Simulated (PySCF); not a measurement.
**Vibration and rotation of BeS⁻**

UHF-CCSD(T) constants of BeS⁻, ²Σ⁺ (doublet), unpaired electrons σ ↑ (PySCF, no relativity, basis sets Be aug-pcseg-1, S aug-pcseg-1; masses 9.0122 and 31.9721 u):

- ωe: 851.8 cm⁻¹
- ωexe: 5.27 cm⁻¹
- Be: 0.70413 cm⁻¹
- αe: 0.00629 cm⁻¹
- D (centrifugal): 1.92e-06 cm⁻¹

Problem. Give the vibrational terms G(v) and spacings up to v = 6.

Solution. G(v) = ωe(v+½) − ωexe(v+½)².

```tsv
v	G(v) (cm⁻¹)	G(v) − G(v−1)	Bv (cm⁻¹)
0	424.6		0.7010
1	1265.8	841.3	0.6947
2	2096.6	830.7	0.6884
3	2916.7	820.2	0.6821
4	3726.4	809.6	0.6758
5	4525.5	799.1	0.6695
6	5314.0	788.6	0.6632
```

Correlated steps freeze 5 core orbitals. The state was picked by a PBE0 search and need not be the measured ground state.
